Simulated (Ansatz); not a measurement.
A run for Ansatz (a program for electronic structure): R-CCSD(T)/cc-pV(T+d)Z on CH3ClSi (SMILES C[Si]Cl), a point of a torsion scan. Files ending in .json are basis or fitting sets from the Basis Set Exchange.

Ansatz 0.2 input:
```yaml
crystal:
  periodic: [false, false, false]
  atoms:
    - {symbol: C, position_ang: [-0.60747796, -0.00638843, -0.01618809]}
    - {symbol: Si, position_ang: [0.97137643, 1.08235106, -0.08862321]}
    - {symbol: Cl, position_ang: [2.35417110, -0.32504471, -0.77104342]}
    - {symbol: H, position_ang: [-0.79401258, -0.33001676, 1.00764875]}
    - {symbol: H, position_ang: [-1.48489057, 0.55615147, -0.33071094]}
    - {symbol: H, position_ang: [-0.53880521, -0.89876457, -0.63857457]}
basis:
  gaussian:
    orbitals: cc-pV_T+d_Z.json
magnetization: {spin_polarized: false}
correlation: {method: ccsd_t, electrons: outside_noble_gas}
scf: {lower_state_search: off}
```

It printed:

```
WARN ansatz: RAYON_NUM_THREADS=1 ignored (pool sized by the plan → 1); use --threads N
Functional definition: HF
these checks for a lower state are left out or cut short: stability, starts, cluster_reference, orbital_swaps, neighbouring_geometries, increment
integrals: 0.35 GiB planned
874 factors; integrals over basis functions are off by at most 9.9e-4 eV
mean field: 0.38 GiB planned
mean field evaluation 1: about -21443.2145 eV, gradient 2.7e1 eV
mean field evaluation 2: about -21443.3465 eV, gradient 2.7e1 eV
mean field evaluation 4: about -21445.4637 eV, gradient 2.4e0 eV
mean field evaluation 8: about -21445.5095 eV, gradient 2.1e-1 eV
mean field -21445.50979684 eV, -788.1079487453 hartree, gradient 3.1e-6 eV, S^2 0.000000; 0 other end points of the search recorded, 0 dependent functions left out
11 core orbitals not correlated
reference -21445.50979684 eV, -788.1079487453 hartree; 9, 9 occupied and 130, 130 virtual orbitals, 874 factors
second order -12.69993942 eV of doubles, -0.00000000 eV of singles
coupled cluster: 0.93 GiB planned
cycle   1  -13.44186028 eV  change   -7.4e-1 eV  update   8.2e-2
cycle   2  -13.79765372 eV  change   -3.6e-1 eV  update   2.8e-2
cycle   3  -13.86119222 eV  change   -6.4e-2 eV  update   1.4e-2
cycle   4  -13.85293955 eV  change    8.3e-3 eV  update   4.2e-3
cycle   5  -13.85184356 eV  change    1.1e-3 eV  update   1.6e-3
cycle   6  -13.85205413 eV  change   -2.1e-4 eV  update   5.4e-4
cycle   7  -13.85198547 eV  change    6.9e-5 eV  update   1.7e-4
cycle   8  -13.85203376 eV  change   -4.8e-5 eV  update   5.8e-5
cycle   9  -13.85203605 eV  change   -2.3e-6 eV  update   2.1e-5
perturbative correction -0.59112991 eV, -0.0217236234 hartree
Total energy: -21459.95296280 eV, -788.6387253044 hartree
Checks for a lower state left out: stability, starts, cluster_reference, orbital_swaps, neighbouring_geometries, increment
```

Self-consistency was reached.

Cost: around 14 core-seconds (rough).
